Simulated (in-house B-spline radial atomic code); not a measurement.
Orbital energies and mean radii along the 76-electron series, configuration 1s2 2s2 2p6 3s2 3p6 3d10 4s2 4p6 4d10 4f14 5s2 5p6 5d3/2(4) 5d5/2(4). The effective charge is n√(-2ε), a non-relativistic measure. Computed with a radial B-spline atomic code at the basis-set limit: Dirac-Hartree-Fock, jj configuration that fills j = l - 1/2 first, finite nuclei.

```
 ion   Z  energy of 5s1/2 (Eh)  mean radius of 5s1/2 (bohr)  energy of 5d3/2 (Eh)  mean radius of 5d3/2 (bohr)  energy of 5p1/2 (Eh)  mean radius of 5p1/2 (bohr)  effective charge of 5s1/2
Pt2+  78               -5.1758                      0.96731               -1.2032                       1.5091               -3.7664                       1.0482                     16.087
Au3+  79                     ?                            ?                     ?                            ?                     ?                            ?                          ?
Hg4+  80               -6.9384                      0.91034               -2.4262                       1.3086               -5.3981                      0.97585                     18.626
Tl5+  81                     ?                            ?                     ?                            ?                     ?                            ?                          ?
Pb6+  82               -8.9786                      0.85823               -3.8884                       1.1722                -7.298                      0.91177                     21.188
```

Question: Fill in the row of Au3+.

Answer: energy of 5s1/2 (Eh): -6.0192; mean radius of 5s1/2 (bohr): 0.93826; energy of 5d3/2 (Eh): -1.7822; mean radius of 5d3/2 (bohr): 1.3975; energy of 5p1/2 (Eh): -4.5458; mean radius of 5p1/2 (bohr): 1.011; effective charge of 5s1/2: 17.348.

Question: Fill in the row of Tl5+.

Answer: energy of 5s1/2 (Eh): -7.9263; mean radius of 5s1/2 (bohr): 0.88366; energy of 5d3/2 (Eh): -3.1295; mean radius of 5d3/2 (bohr): 1.235; energy of 5p1/2 (Eh): -6.3168; mean radius of 5p1/2 (bohr): 0.94279; effective charge of 5s1/2: 19.908.

Question: How does the screening of 5s1/2 change?

Answer: Z less the effective charge goes from 61.91 at Z = 78 to 60.81 at Z = 82.
